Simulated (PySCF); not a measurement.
1,1-diethylcyclopropane, C7H14

Geometry:
| atom | x (Å) | y (Å) | z (Å) |
| --- | --- | --- | --- |
| C1 | -1.715 | -1.166 | 1.001 |
| C2 | -1.067 | -0.756 | -0.314 |
| C3 | 0.008 | 0.305 | -0.169 |
| C4 | 1.212 | -0.065 | 0.676 |
| C5 | 2.006 | -1.248 | 0.139 |
| C6 | 0.252 | 1.203 | -1.349 |
| C7 | -0.447 | 1.737 | -0.130 |
| H8 | -2.123 | -0.291 | 1.530 |
| H9 | -2.540 | -1.875 | 0.836 |
| H10 | -0.995 | -1.653 | 1.677 |
| H11 | -1.841 | -0.375 | -1.001 |
| H12 | -0.641 | -1.643 | -0.814 |
| H13 | 0.884 | -0.273 | 1.710 |
| H14 | 1.870 | 0.817 | 0.748 |
| H15 | 1.413 | -2.176 | 0.147 |
| H16 | 2.326 | -1.070 | -0.900 |
| H17 | 2.908 | -1.431 | 0.743 |
| H18 | -0.339 | 1.041 | -2.255 |
| H19 | 1.277 | 1.534 | -1.540 |
| H20 | 0.095 | 2.436 | 0.513 |
| H21 | -1.521 | 1.937 | -0.199 |

Level of theory: quadratic response CAM-B3LYP/aug-cc-pVDZ first hyperpolarisability, Taylor convention, gas phase in PySCF. Geometry: PBE0-D3(BJ)/def2-SVP.

Q: Give the tensor of the second harmonic β(−2ω;ω,ω) at 1064 nm in the axes of these coordinates.

A: In au, Taylor convention; rows are the first index (the induced dipole):
```
      xx     yy     zz     xy    xz     yz
x   -3.5   +7.9   -2.5  +12.6  -7.0   +2.1
y  +12.4  -23.7   -9.6   +7.9  +1.8   -0.1
z   -7.0   -0.3  +17.5   +2.4  -2.5  -10.2
```
Norm of βᵢ = ⅓ Σⱼ (βᵢⱼⱼ + βⱼᵢⱼ + βⱼⱼᵢ): 23.6 au, hyper-Rayleigh value 15.3 au.
